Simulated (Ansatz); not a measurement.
Coupled-cluster diagnostics for BMe2(CH2SiH3) (C3H11BSi), Ansatz.

Geometry of the singlet (PBE0-D4/def2-SVP):

```xyz
16

B     0.508    0.195    0.383
C     0.745   -0.794    1.585
H     0.348   -0.441    2.550
H     1.844   -0.859    1.708
H     0.397   -1.822    1.399
C     0.292    1.728    0.667
H     0.365    2.386   -0.212
H     0.968    2.099    1.456
H    -0.728    1.846    1.084
C     0.445   -0.364   -1.078
Si   -1.361   -0.681   -1.532
H     0.817    0.351   -1.832
H     0.960   -1.332   -1.201
H    -1.983   -1.659   -0.586
H    -2.153    0.587   -1.477
H    -1.464   -1.240   -2.915
```

Correlated methods freeze 9 core orbitals.

Estimate the CCSD(T) correlation energy, the shares of MP2 and (T), T1 and the reference's ⟨S²⟩ for: charge 0, singlet, own geometry in def2-TZVP; and the rough time on 2 threads of AMD EPYC 7R13 on a shared host and a share (18 GiB) of an NVIDIA H100 80GB HBM3.


```json
{"state": "charge 0, singlet, own geometry", "basis": "def2-TZVP", "correlation (eV)": "-22.788", "MP2 share (%)": "87.6", "(T) share (%)": "3.6", "T1": "0.011", "⟨S²⟩ (pure)": "0.00 (0.00)", "wall time": "11 s"}
```
Customary marks for T1 are 0.02 (closed shells), 0.045 (open shells) and about 0.05 (3d metals). T1 stays under 0.02 throughout.
